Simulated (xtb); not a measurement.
C₆H₁₅In, SMILES C[CH2][In]([CH2]C)[CH2]C. All values are semi-empirical tight-binding results from xtb (GFN2-xTB unless named), good for trends rather than for accurate numbers. The structure is a stationary point at GFN2-xTB. The isomer is the one that the SMILES or the coordinates give; other isomers of the formula were not compared. Other conformers were not sampled.

Optimised geometry:

Bonded distances (Å): In1–C2 2.289, In1–C9 2.289, In1–C16 2.289, C2–C3 1.522, C2–H4 1.094, C2–H5 1.094, C3–H6 1.091, C3–H7 1.091, C3–H8 1.093, C9–C10 1.523, C9–H11 1.094, C9–H12 1.094, C10–H13 1.091, C10–H14 1.091, C10–H15 1.093, C16–C17 1.522, C16–H18 1.094, C16–H19 1.094, C17–H20 1.091, C17–H21 1.091, C17–H22 1.093. Angles (°): C2–In1–C9 115.8, C2–In1–C16 124.5, C9–In1–C16 119.6, In1–C2–C3 114.5, In1–C2–H4 107.4, In1–C2–H5 106.6, C3–C2–H4 110.4, C3–C2–H5 110.4, H4–C2–H5 107.2, C2–C3–H6 110.8, C2–C3–H7 110.8, C2–C3–H8 111.0, H6–C3–H7 108.2, H6–C3–H8 107.9, H7–C3–H8 108.0, In1–C9–C10 112.6, In1–C9–H11 108.0, In1–C9–H12 108.0, C10–C9–H11 110.4, C10–C9–H12 110.5, H11–C9–H12 107.2, C9–C10–H13 110.8, C9–C10–H14 110.8, C9–C10–H15 111.2, H13–C10–H14 108.0, H13–C10–H15 108.0, H14–C10–H15 108.0, In1–C16–C17 113.5, In1–C16–H18 107.6, In1–C16–H19 107.4, C17–C16–H18 110.4, C17–C16–H19 110.4, H18–C16–H19 107.4, C16–C17–H20 110.8, C16–C17–H21 110.9, C16–C17–H22 111.0, H20–C17–H21 108.2, H20–C17–H22 107.9, H21–C17–H22 107.9.
Charge 0, spin multiplicity 1.

For metal compounds this method's bond lengths and energies can be far off.

orbital gap: 3.11 eV
zero-point energy: 117.3 kcal/mol
G − E(el) at 298.15 K (modified RRHO): 91.7 kcal/mol

Problem. Give the atomic charges and the Wiberg bond orders between heavy atoms. (An estimate is asked for; the answer gives what the named calculation found.)

Solution. charges (e) In1 0.15, C2 -0.13, C3 -0.09, H4 0.03, H5 0.03, H6 0.04, H7 0.04, H8 0.03, C9 -0.13, C10 -0.09, H11 0.03, H12 0.03, H13 0.04, H14 0.04, H15 0.03, C16 -0.13, C17 -0.09, H18 0.03, H19 0.03, H20 0.04, H21 0.04, H22 0.03. Bond orders In1–C2 0.69, C2–C3 1.02, In1–C9 0.68, C9–C10 1.02, In1–C16 0.69, C16–C17 1.02.
